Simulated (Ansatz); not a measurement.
`CN([SiH3])[SiH2]F`, charge 0, multiplicity 1.

Q: Give a relaxed structure at PBE0-D4/def2-TZVP (the Gaussian-basis code of Ansatz). (An estimate is asked.)

A: The calculation gave: 
```xyz
13

C     1.4234   -0.1912   -0.4853
N     0.0239   -0.0305   -0.0852
Si   -0.5577    1.6009   -0.0031
Si   -0.8524   -1.4011    0.4251
F    -0.4907   -1.8450    1.9226
H     1.6379   -1.2351   -0.7282
H     2.1138    0.1175    0.3065
H     1.6427    0.4029   -1.3783
H    -0.4211    2.2471   -1.3372
H     0.2354    2.4064    0.9663
H    -1.9795    1.5683    0.4157
H    -2.2961   -1.0850    0.4074
H    -0.4796   -2.5552   -0.4262
```
This is one stationary point; other conformers may exist.
